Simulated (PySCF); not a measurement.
C3H13NOSi3.
Geometry (GFN2-xTB, Å), atoms numbered from 1 in this order:
```
atom  x, y, z in Å
C1     3.0244   -0.8715    0.3417
O2     1.6580   -1.1435    0.3744
Si3    0.4734   -0.2412   -0.2685
C4    -0.3178    1.1783    0.7393
Si5   -0.3265    2.9242    0.0311
Si6   -1.9469    0.1719    0.7499
N7    -1.0196   -1.0838   -0.0144
C8    -1.4502   -2.3666   -0.4995
H9     3.5524   -1.7468    0.7215
H10    3.3568   -0.6622   -0.6778
H11    3.2608   -0.0073    0.9671
H12    0.8003    0.0823   -1.6620
H13    0.0987    1.2321    1.7463
H14   -0.8809    2.9541   -1.3246
H15    1.0418    3.4645   -0.0161
H16   -1.1264    3.8059    0.8906
H17   -2.5013   -0.2540    2.0376
H18   -3.0114    0.7055   -0.1052
H19   -0.6036   -3.0509   -0.5426
H20   -1.8851   -2.2916   -1.5028
H21   -2.2060   -2.7825    0.1680
```

Probes without a nucleus sit at each ring's centroid and 1 Å off its mean plane on both sides; NICS is minus the shielding there, NICSzz its component along the normal. Level: GIAO PBE0/pcSseg-1 (PySCF, non-relativistic, gas phase) on the GFN2-xTB geometry, one conformer.

Ring bond lengths (Å), with Mayer bond orders in brackets: Si3–C4 1.912 (0.83), C4–Si6 1.915 (0.88), Si6–N7 1.738 (0.96), N7–Si3 1.733 (0.97).

Q: What do the NICS probes read (ppm)?

A: 
```
         ring                                                      type  NICS(0)  NICS(1), two faces  NICS(1)zz, two faces  rms pucker (Å)  centre to ring atoms, mean (Å)
Si3–C4–Si6–N7  4-membered ring with N and 2 Si; formal bonds all single     -7.8         -2.9 / -4.2            1.9 / -1.1            0.05                            1.29
```

Q: What do they say, and how far can they be read as aromaticity?

A: 
- Si3–C4–Si6–N7: mean NICS(1)zz 0.4 ppm, near zero. Si3, C4, Si6 have four or more neighbours; no verdict on aromaticity is drawn. The two faces differ by 3.0 ppm, so no symmetry operation interchanges them.

Q: At the second NICS(1) probe listed for ring Si3–C4–Si6–N7, 1 Å off the ring, what do the in-plane components average?

A: The isotropic value is a third of the trace: (3 × -4.2 − (-1.1))/2 = -5.8 ppm.

Q: Give the inner angles of the rings and the Hirshfeld charges of the ring atoms.

A: 
- Si3–C4–Si6–N7: Si3 85.8° (+0.427 e), C4 88.0° (-0.290 e), Si6 85.6° (+0.369 e), N7 99.9° (-0.259 e); sum 359.4° against 360° for a flat convex ring.

Q: How shielded are the nuclei of the rings and their hydrogens (means over atoms taken as equivalent)?

A: 
```csv
atoms,environment,σ isotropic (ppm)
Si3,oxygen-bound silicon,369.5
C4,sp3 carbon bound to silicon,191.4
Si6,SiH2 silicon,377.8
N7,nitrogen bridging silicon atoms,212.4
H12,Si–H hydrogen,26.48
H13,methine hydrogen,31.40
H17,Si–H hydrogen,26.54
H18,Si–H hydrogen,26.78
```

Hardware: one thread, Arm Neoverse V1 (aarch64), shared host. Cost: 45 s of wall time, 1.1 GiB resident at most. This is the whole shielding run at PBE0/pcSseg-1, SCF included.
